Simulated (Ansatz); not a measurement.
BiH2I. Charge 0, multiplicity 1. Geometry PBE-D4/def2-TZVP; atoms count from 1.

```xyz
4

Bi   -0.1590   -0.5012   -0.7461
H     1.4443   -0.7261    0.0639
H    -0.9714   -1.0301    0.7828
I    -0.3139    2.2574   -0.1005
```

In the def2 sets Bi, I take a core potential; there is no spin–orbit coupling.

Q: Estimate the Mulliken populations from the PBE0/def2-TZVP orbitals of Ansatz.

A: 
```tsv
atom	charge (e)
Bi1	0.33
H2	-0.03
H3	-0.03
I4	-0.28
```
Mulliken values depend strongly on the basis.

Q: And the Mayer bond orders between heavy atoms (over 0.3)?

A: Bi1–I4 1.02 (2.84 Å).
